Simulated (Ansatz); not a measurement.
Consider the redistribution: `[F][GeH2][SH]` + `C[Si](F)(S)S` → `[CH3][GeH2][F]` + `F[Si](S)(S)S`.

Calculated with Ansatz (gas phase, PBE0-D4/def2-TZVP geometries, no zero-point term in ΔE). CBS: MP2 limit from def2 TZ/QZ plus the TZ coupled-cluster correction, frozen cores. DFT in def2-TZVPP. B3LYP here is the variant with VWN-RPA as its local correlation; programs differ in this. For Ge outer-core shells are correlated without core-valence functions, which leaves a few kJ/mol of doubt a bond. Scalar relativity is left out up to krypton. Each species was taken in one conformer, which may not be the lowest.

Task: Is it downhill or uphill in electronic energy at CCSD(T)/CBS, and by how much? (An estimate is asked.)

Result: Computed: Nearly level: ΔE = +2.6 kJ/mol.

Task: What do these levels give: r2SCAN-D4, PBE0-D4, ωB97X-V, ωB97M-V, B2PLYP, PBE, r2SCAN, B3LYP, HF/def2-TZVPP, MP2/def2-TZVPP, CCSD/def2-TZVPP, HF/def2-QZVPP? (Estimate.)

Result: Ansatz gave: r2SCAN-D4 6.4, PBE0-D4 5.1, ωB97X-V 5.8, ωB97M-V 5.8, B2PLYP 6.0, PBE 6.1, r2SCAN 6.6, B3LYP 8.1, HF/def2-TZVPP 10.2, MP2/def2-TZVPP 1.9, CCSD/def2-TZVPP 5.2, HF/def2-QZVPP 10.7 kJ/mol.

Largest T1 diagnostic among the species: 0.012.

In def2-TZVPP, CCSD(T) changes the Hartree–Fock value by −5.6 kJ/mol (the triples alone add −0.6 kJ/mol) and MP2 by −8.4 kJ/mol.
